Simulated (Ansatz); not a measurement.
`OC[SiH2]S` + SiH₄ → `[SiH3][SiH2]S` + CH₃OH  (formal exchange of groups at the Si–C bond)

Computed with Ansatz on PBE0-D4/def2-TZVP structures; ΔE is electronic, products minus reactants. CCSD(T)/CBS adds triple-zeta CCSD(T) − MP2 to the extrapolated MP2 energy (def2 sets, frozen cores). This one scheme is used for every species. DFT in def2-TZVPP. One conformer a species, not always the lowest.

| level | ΔE (kJ/mol) |
| --- | --- |
| LDA (SPW92) | -13.3 |
| CAM-B3LYP-D4 | -6.1 |
| PBE0 | -19.6 |
| SCS-MP2/def2-TZVPP | -4.2 |

**Question.** What does CCSD(T)/CBS give? (Best estimate.)

**Answer.** Ansatz gave: -10.6 kJ/mol. The listed levels differ from it by -2.7, 4.5, -9.0, 6.4 kJ/mol.

**Question.** What do rigid-rotor, harmonic-oscillator terms from PBE0-D4/def2-TZVP frequencies (298.15 K, 1 bar) make of the CCSD(T)/CBS value? (Best estimate.)

**Answer.** The calculation gave: ΔZPE = +7.4 kJ/mol, ΔH = -2.6 kJ/mol, ΔS = 34 J/(mol·K), ΔG = -12.6 kJ/mol.

Largest T1 diagnostic among the species: 0.012.

Leaving LDA and LC-ωPBE aside and taking each functional with its dispersion term where it has one, the values, not all of them listed here, spread over 16.7 kJ/mol, from PBE-D4 to ωB97M-V. LDA lies +7.7 kJ/mol from PBE without D4. At CCSD(T), def2-SVP lies +4.1 kJ/mol from the extrapolated value and def2-TZVPP +1.5 kJ/mol. From BLYP to BHLYP (50 % exact exchange), in def2-TZVPP and without D4, ΔE moves by +4.4 kJ/mol.
